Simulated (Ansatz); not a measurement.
Two isomers of C3H6BN: A = `BNC=C=C`, B = `CB1N=C1C`.

Gas-phase electronic energies from Ansatz, PBE0-D4/def2-TZVP geometries. CBS: MP2 limit from def2 TZ/QZ plus the TZ coupled-cluster correction, frozen cores. Functionals use def2-TZVPP. B3LYP here is the variant with VWN-RPA as its local correlation; programs differ in this. One conformer a species, not always the lowest.

A:

```xyz
11

B     0.216    1.749   -1.584
N    -0.053    0.545   -0.938
C     0.204    0.256    0.406
C    -0.056   -0.881    0.994
C    -0.309   -2.007    1.592
H    -0.060    1.848   -2.742
H     0.713    2.637   -0.955
H    -0.472   -0.220   -1.446
H     0.655    1.072    0.963
H    -1.262   -2.189    2.082
H     0.423   -2.810    1.627
```

B:

Z-matrix (Å, degrees):
```
C
B 1 1.545
H 1 1.092 2 112.5
H 1 1.096 2 108.9 3 119.2
H 1 1.092 2 112.1 3 -123.4
N 2 1.430 1 144.9 3 -17.5
C 2 1.452 1 161.3 3 166.1
C 7 1.471 2 166.0 1 -3.2
H 8 1.093 7 109.7 2 59.0
H 8 1.092 7 111.4 2 -179.3
H 8 1.093 7 109.7 2 -57.6
```

Which isomer does CCSD(T)/CBS put lower? Give the gap. (An estimate is asked.)

Ansatz gave: B, by 48.4 kJ/mol.

Give E(B) − E(A) in kJ/mol with PBE0-D4, ωB97M-V, HF/def2-TZVPP, MP2/def2-TZVPP, r2SCAN-D4, LDA (SPW92), B3LYP. (Best estimate.)

Ansatz gave: PBE0-D4 -57.8, ωB97M-V -59.0, HF/def2-TZVPP -58.9, MP2/def2-TZVPP -61.5, r2SCAN-D4 -50.4, LDA (SPW92) -37.8, B3LYP -34.4. None reverses the order clearly.

Does the order hold for the free energy at 298.15 K (harmonic terms from PBE0-D4)? (Best estimate.)

The calculation gave: Yes: G(B) − G(A) = -50.3 kJ/mol, for one conformer each. Modes under 60 cm⁻¹, often nearly free rotors, make the harmonic entropy too high.

Largest T1 diagnostic: 0.014.

Leaving LDA and LC-ωPBE aside and taking each functional with its dispersion term where it has one, the values, not all of them listed here, spread over 46.5 kJ/mol, from PBE-QIDH to BLYP-D4. LDA lies +6.0 kJ/mol from PBE without D4. From BLYP to BHLYP (50 % exact exchange), in def2-TZVPP and without D4, E(B) − E(A) moves by −25.7 kJ/mol.
